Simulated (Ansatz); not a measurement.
Input file for Ansatz (an electronic-structure program): R-CCSD(T)/aug-cc-pVDZ on GeH4 (SMILES [GeH4]) with ghost functions, monomers drawn apart or pushed together. The run froze 14 orbitals, filled d shells among them.

Ansatz 0.2 input:
```yaml
crystal:
  periodic: [false, false, false]
  atoms:
    - {symbol: Ge, position_ang: [0.10619029, 0.02771487, 0.00369920]}
    - {symbol: H, position_ang: [-0.24516692, 1.45435130, 0.44958240]}
    - {symbol: H, position_ang: [-1.00348359, -0.93383224, 0.45258827]}
    - {symbol: H, position_ang: [1.43439169, -0.39354651, 0.64888922]}
    - {symbol: H, position_ang: [0.23962156, -0.01694436, -1.52573326]}
basis:
  gaussian:
    orbitals: aug-cc-pVDZ
    ghost_atoms:
      - {symbol: Ge, position_ang: [-0.19122775, -0.04993006, 5.73332867]}
      - {symbol: H, position_ang: [0.21792009, -1.45332247, 5.26381942]}
      - {symbol: H, position_ang: [-1.53301425, 0.32984277, 5.09050210]}
      - {symbol: H, position_ang: [0.88089501, 0.96263722, 5.30564379]}
      - {symbol: H, position_ang: [-0.33119868, -0.03781337, 7.26278466]}
magnetization: {spin_polarized: false}
correlation: {method: ccsd_t, electrons: outside_noble_gas}
scf: {lower_state_search: off}
```

It printed:

```
WARN ansatz: RAYON_NUM_THREADS=1 ignored (pool sized by the plan → 1); use --threads N
Functional definition: HF
these checks for a lower state are left out or cut short: stability, starts, cluster_reference, orbital_swaps, neighbouring_geometries, increment
integrals: 0.34 GiB planned
1272 factors; integrals over basis functions are off by at most 9.7e-4 eV
mean field: 0.40 GiB planned
mean field evaluation 1: about -56535.0580 eV, gradient 9.0e0 eV
mean field evaluation 2: about -56535.0604 eV, gradient 9.0e0 eV
mean field evaluation 4: about -56535.5719 eV, gradient 2.8e-1 eV
mean field evaluation 8: about -56535.5726 eV, gradient 4.6e-4 eV
mean field -56535.57264254 eV, -2077.6439734259 hartree, gradient 2.3e-6 eV, S^2 0.000000; 0 other end points of the search recorded, 0 dependent functions left out
14 core orbitals not correlated
reference -56535.57264254 eV, -2077.6439734259 hartree; 4, 4 occupied and 126, 126 virtual orbitals, 1272 factors
second order -3.20712691 eV of doubles, -0.00000000 eV of singles
coupled cluster: 0.83 GiB planned
cycle   1  -3.82086608 eV  change   -6.1e-1 eV  update   5.6e-2
cycle   2  -4.03848285 eV  change   -2.2e-1 eV  update   1.9e-2
cycle   3  -4.04329844 eV  change   -4.8e-3 eV  update   4.0e-3
cycle   4  -4.04244694 eV  change    8.5e-4 eV  update   1.3e-3
cycle   5  -4.04223979 eV  change    2.1e-4 eV  update   3.7e-4
cycle   6  -4.04219000 eV  change    5.0e-5 eV  update   7.8e-5
cycle   7  -4.04219457 eV  change   -4.6e-6 eV  update   2.1e-5
cycle   8  -4.04219873 eV  change   -4.2e-6 eV  update   5.9e-6
perturbative correction -0.07630292 eV, -0.0028040805 hartree
Total energy: -56539.69114419 eV, -2077.7953255699 hartree
Checks for a lower state left out: stability, starts, cluster_reference, orbital_swaps, neighbouring_geometries, increment
```

The calculation finished and met its thresholds.

Cost: around 6 core-seconds (rough).
